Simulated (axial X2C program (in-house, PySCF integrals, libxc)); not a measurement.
# InH: cheaper levels and CCSD(T), 2c

Calculated with an axial X2C code built on PySCF integrals. Two-component (2c) means X2C with spin–orbit coupling and atomic mean-field two-electron Coulomb and Gaunt terms. Basis: In dyall-cv3z [11s12p9d4f1g], H dyall-v3z [6s2p1d] (cores contracted in-house); Gaussian nuclei, density fitting, unrestricted open shells. Masses: In 114.904 u, H 1.008 u.

State: Ω = 0 (closed shell); fragments In + H.

| level | Re (Å) | ωe (cm⁻¹) | De (eV) |
| --- | --- | --- | --- |
| PBE0 | 1.849 | 1461.9 | n/a |
| HF | 1.844 | 1524.3 | 1.66 |
| MP2 | 1.824 | 1514.5 | 2.37 |
| CCSD | 1.839 | 1477.7 | 2.57 |
| r2SCAN | 1.847 | 1461.9 | n/a |

Correlated methods: 14 electrons correlated (number of frozen shells: In 4 s, 3 p, 1 d; H none), 192 virtual spin orbitals or spinors in MP2, 110 natural virtuals in coupled cluster.

CCSD(T), same Hamiltonian and basis:

Re = 1.841 Å, ωe = 1466.1 cm⁻¹, De = 2.58 eV; T1 = 0.015 (Lee–Taylor normalisation).

Problem. Give the differences from CCSD(T) in the columns below.

Solution. 

```
 level  ΔRe (Å)  Δωe (cm⁻¹)  ΔDe (eV)
  PBE0    0.008          -4       n/a
    HF    0.003          58     -0.92
   MP2   -0.017          48     -0.21
  CCSD   -0.002          12     -0.01
r2SCAN    0.006          -4       n/a
```

The state is a single determinant with fixed occupations, the lowest that a limited PBE0 search found. Closed shells are restricted here (equal orbitals for both partners); the stretched side of such a curve lies too high. Dissociation energies refer to the lowest single-determinant-based atoms at the same level and basis. De is not given where an atomic determinant may have missed its ground term or J level, or where the truncated virtual space spoils (T). Coupled cluster ran in a truncated set of natural virtual spinors; the MP2 energy of the rest was added. (T) has no such correction and the atoms are truncated less, which lowers De at CCSD(T) by a hundredth of an eV or more. Without a current term, density functionals place determinants with orbital angular momentum somewhat too high.
